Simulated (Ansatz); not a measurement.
Cost and result for the atomization energy of CH$_{4}$FISn (`[CH3][SnH]([F])[I]`) (8 atoms, 7 bonds).

Total charge 0; spin multiplicity 1. Correlated methods include outer-core shells of I, Sn, which these sets cover unevenly. Sn, I: def2 effective core potential. All single points use the PBE0-D4/def2-TZVP geometry. Program: Ansatz. All runs use 4 threads of an Intel Xeon Platinum 8488C on a shared host. Times are those of one run each, without the atoms' runs, and a repeat can differ threefold. Electronic energies, without spin–orbit coupling; frozen cores. CCSD(T)/CBS adds CCSD(T) − MP2 in def2-TZVPP to the MP2 limit, and its time is that of the two runs behind it. T1 = 0.011. With those shells the extrapolation isn't a true limit.

CCSD(T)/CBS is a level of theory with its own doubt, some kJ/mol a heavy atom from the limit and from the frozen cores, so smaller differences don't rank the functionals.

```csv
level,functions,wall time,atomization (kJ/mol),difference from CCSD(T)/CBS,per bond
revPBE-D4/def2-TZVPP,218,1.2 s,2459.8,-75.3,-10.8
BLYP-D4/def2-TZVPP,218,1.2 s,2476.3,-58.8,-8.4
PBE-D4/def2-TZVPP (with forces),218,1.5 s,2529.1,-6.0,-0.9
PBE0-D4/def2-TZVPP,218,1.9 s,2486.0,-49.1,-7.0
BHLYP-D4/def2-TZVPP,218,2 s,2418.2,-116.9,-16.7
B2PLYP/def2-TZVPP,218,3.9 s,2460.3,-74.8,-10.7
PBE-QIDH/def2-TZVPP,218,4 s,2476.8,-58.3,-8.3
ωB97X-V/def2-TZVPP,218,4.6 s,2511.6,-23.5,-3.4
B97M-V/def2-TZVPP,218,4.7 s,2517.6,-17.5,-2.5
CCSD(T)/def2-SVP,100,4.9 s,2330.2,-204.9,-29.3
MP2/def2-QZVPP,398,11 s,2530.3,-4.8,-0.7
CCSD(T)/def2-TZVPP,218,110 s,2445.4,-89.7,-12.8
CCSD(T)/CBS(def2),–,2.1 min,2535.1,0.0,0.0
```

In def2-TZVPP, CCSD(T) changes the Hartree–Fock value by +637.1 kJ/mol (the triples alone add +41.6 kJ/mol) and MP2 by +667.6 kJ/mol; breaking electron pairs costs correlation energy, which Hartree–Fock lacks. The D4 term adds +29.2 kJ/mol with B3LYP and +15.5 kJ/mol with PBE0; it sums over pairs of atoms, weighted by their polarisabilities, and B3LYP, whose exchange is more repulsive, gets the larger term. At CCSD(T), def2-SVP lies −204.9 kJ/mol from the extrapolated value and def2-TZVPP −89.7 kJ/mol: correlation converges slowly with the basis, and small sets miss more of it in the bonded molecule than in its fragments.

B3LYP here is the variant with VWN-RPA as its local correlation; programs differ in this.

Spin–orbit coupling would lower the free I, Sn atoms strongly, and the atomization energy with them, by more than many differences here. For some Ge, Se and Sn compounds the MP2-based and the directly extrapolated limit differ by 10 to 25 kJ/mol.
